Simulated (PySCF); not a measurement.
Ga(F)(Cl)(Et) (C2H5ClFGa), SMILES C[CH2][Ga]([F])[Cl]. Atoms are numbered in the order given.

```xyz
10

Ga     0.1164    -0.0851     0.0000
F      1.8693     0.0715     0.0000
Cl    -0.5283    -2.1427     0.0000
C     -1.0356     1.5069     0.0000
C     -0.2718     2.8338     0.0000
H     -1.6930     1.4108     0.8805
H     -1.6930     1.4108    -0.8805
H      0.3746     2.9340    -0.8855
H      0.3746     2.9340     0.8855
H     -0.9690     3.6881     0.0000
```
Charge 0, spin multiplicity 1.

Geometry optimised at B3LYP-D3(BJ)/def2-SVP. The structure was generated by enumeration; whether it is a known compound was not checked. One conformer was computed; it need not be the lowest.

These are B3LYP-D3(BJ)/def2-SVP (PySCF 2.14.0) values and carry that method's errors.

Frequencies are harmonic and unscaled.

```json
[
 {"mode": "1", "ν (cm⁻¹)": "16", "IR (km/mol)": "0.4", "Raman (Å⁴/amu)": "0.1", "depolarisation": "0.75", "moving atoms (share of kinetic energy)": "H 43 %, C 38 %, Cl 12 %"},
 {"mode": "2", "ν (cm⁻¹)": "81", "IR (km/mol)": "1.6", "Raman (Å⁴/amu)": "0.8", "depolarisation": "0.70", "moving atoms (share of kinetic energy)": "C 29 %, Cl 20 %, Ga 20 %, F 17 %, H 14 %"},
 {"mode": "3", "ν (cm⁻¹)": "129", "IR (km/mol)": "8.7", "Raman (Å⁴/amu)": "0.2", "depolarisation": "0.75", "moving atoms (share of kinetic energy)": "Ga 39 %, H 27 %, F 20 %, Cl 10 %"},
 {"mode": "4", "ν (cm⁻¹)": "168", "IR (km/mol)": "19.3", "Raman (Å⁴/amu)": "1.5", "depolarisation": "0.72", "moving atoms (share of kinetic energy)": "F 57 %, Cl 21 %, Ga 10 %, C 10 %"},
 {"mode": "5", "ν (cm⁻¹)": "237", "IR (km/mol)": "2.8", "Raman (Å⁴/amu)": "0.0", "depolarisation": "–", "moving atoms (share of kinetic energy)": "H 78 %, C 11 %"},
 {"mode": "6", "ν (cm⁻¹)": "267", "IR (km/mol)": "4.8", "Raman (Å⁴/amu)": "6.1", "depolarisation": "0.32", "moving atoms (share of kinetic energy)": "C 53 %, H 19 %, Cl 14 %, Ga 9 %"},
 {"mode": "7", "ν (cm⁻¹)": "415", "IR (km/mol)": "65.3", "Raman (Å⁴/amu)": "13.5", "depolarisation": "0.21", "moving atoms (share of kinetic energy)": "Cl 59 %, Ga 29 %"},
 {"mode": "8", "ν (cm⁻¹)": "553", "IR (km/mol)": "13.8", "Raman (Å⁴/amu)": "15.4", "depolarisation": "0.16", "moving atoms (share of kinetic energy)": "C 58 %, H 19 %, Ga 17 %"},
 {"mode": "9", "ν (cm⁻¹)": "646", "IR (km/mol)": "20.7", "Raman (Å⁴/amu)": "0.1", "depolarisation": "0.75", "moving atoms (share of kinetic energy)": "H 79 %, C 19 %"},
 {"mode": "10", "ν (cm⁻¹)": "697", "IR (km/mol)": "72.3", "Raman (Å⁴/amu)": "2.6", "depolarisation": "0.28", "moving atoms (share of kinetic energy)": "F 75 %, Ga 23 %"},
 {"mode": "11", "ν (cm⁻¹)": "951", "IR (km/mol)": "1.6", "Raman (Å⁴/amu)": "0.1", "depolarisation": "0.75", "moving atoms (share of kinetic energy)": "H 91 %, C 9 %"},
 {"mode": "12", "ν (cm⁻¹)": "969", "IR (km/mol)": "3.3", "Raman (Å⁴/amu)": "1.8", "depolarisation": "0.56", "moving atoms (share of kinetic energy)": "H 75 %, C 25 %"},
 {"mode": "13", "ν (cm⁻¹)": "1045", "IR (km/mol)": "12.8", "Raman (Å⁴/amu)": "5.4", "depolarisation": "0.70", "moving atoms (share of kinetic energy)": "C 67 %, H 33 %"},
 {"mode": "14", "ν (cm⁻¹)": "1221", "IR (km/mol)": "6.4", "Raman (Å⁴/amu)": "22.5", "depolarisation": "0.28", "moving atoms (share of kinetic energy)": "H 66 %, C 34 %"},
 {"mode": "15", "ν (cm⁻¹)": "1241", "IR (km/mol)": "1.5", "Raman (Å⁴/amu)": "1.6", "depolarisation": "0.75", "moving atoms (share of kinetic energy)": "H 78 %, C 22 %"},
 {"mode": "16", "ν (cm⁻¹)": "1403", "IR (km/mol)": "4.2", "Raman (Å⁴/amu)": "7.8", "depolarisation": "0.64", "moving atoms (share of kinetic energy)": "H 84 %, C 16 %"},
 {"mode": "17", "ν (cm⁻¹)": "1431", "IR (km/mol)": "2.7", "Raman (Å⁴/amu)": "8.2", "depolarisation": "0.75", "moving atoms (share of kinetic energy)": "H 89 %, C 11 %"},
 {"mode": "18", "ν (cm⁻¹)": "1472", "IR (km/mol)": "3.6", "Raman (Å⁴/amu)": "14.4", "depolarisation": "0.74", "moving atoms (share of kinetic energy)": "H 96 %"},
 {"mode": "19", "ν (cm⁻¹)": "1477", "IR (km/mol)": "7.0", "Raman (Å⁴/amu)": "20.0", "depolarisation": "0.75", "moving atoms (share of kinetic energy)": "H 97 %"},
 {"mode": "20", "ν (cm⁻¹)": "3030", "IR (km/mol)": "30.7", "Raman (Å⁴/amu)": "162.2", "depolarisation": "0.06", "moving atoms (share of kinetic energy)": "H 97 %"},
 {"mode": "21", "ν (cm⁻¹)": "3043", "IR (km/mol)": "4.9", "Raman (Å⁴/amu)": "123.2", "depolarisation": "0.10", "moving atoms (share of kinetic energy)": "H 95 %"},
 {"mode": "22", "ν (cm⁻¹)": "3089", "IR (km/mol)": "0.8", "Raman (Å⁴/amu)": "107.3", "depolarisation": "0.75", "moving atoms (share of kinetic energy)": "H 91 %, C 9 %"},
 {"mode": "23", "ν (cm⁻¹)": "3105", "IR (km/mol)": "15.3", "Raman (Å⁴/amu)": "112.6", "depolarisation": "0.71", "moving atoms (share of kinetic energy)": "H 91 %, C 9 %"},
 {"mode": "24", "ν (cm⁻¹)": "3122", "IR (km/mol)": "16.5", "Raman (Å⁴/amu)": "32.3", "depolarisation": "0.75", "moving atoms (share of kinetic energy)": "H 91 %, C 9 %"}
]
```
